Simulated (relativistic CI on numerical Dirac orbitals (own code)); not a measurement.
# Hyperfine structure of Au⁶⁵⁺, mass number 197

Computed by Dirac-Coulomb-Breit CI, orbitals from a KLI potential per configuration, a model potential for QED, unscaled Slater integrals (own radial code, finite nucleus).

Configurations in the expansion (outside the closed core [Ne]): 3s²3p², 3s²3p3d, 3s3p³, 3s²3d², 3p⁴, 3s3p²3d, 3p²3d², 3s3p3d², 3p³3d, 3s²3d4s, 3s²3d4p, 3s3p3d4s, 3p³4s, 3s²3p4s, 3s3p3d4p, 3p³4p. Levels of other configurations are missing.

Nuclear spin I = 3/2, μ = 0.1452 μN, Q = 0.547 b (tables of Stone and Pyykkö). The electronic factors are computed for point nuclear moments, without core polarisation or the Bohr-Weisskopf and QED corrections.

```
       Level  E (10³ cm⁻¹)  A (MHz)  B (MHz)
  3s²3p² ³P1        3869.0   -32680   154000
  3s²3p² ¹D2        3951.2    86070   289000
3s²3p3d ³F°2        5800.0    77390    63600
  3s²3p² ³P2        7884.8    27390    18600
```

Levels with J = 0, under 50 % of one LS term, or S terms without an open s electron are left out. Small factors come from cancelling terms and can be off by tens of per cent or more.

At this charge energies of transitions that change n are usually good to better than 1 %, and those within a shell (Δn = 0) to a few per cent.

**Question.** Give the hyperfine levels of 3s²3p² ³P1 relative to its centre of gravity.

**Answer.** With K = F(F + 1) − I(I + 1) − J(J + 1), E = AK/2 + B[¾K(K + 1) − I(I + 1)J(J + 1)]/[2I(2I − 1)J(2J − 1)]: F = 1/2: 274000, F = 3/2: -121100, F = 5/2: -10570 MHz.

LS names give the leading component of a level, which can be under half, so a name can repeat, a term be missing and a line seem to break the LS rules.
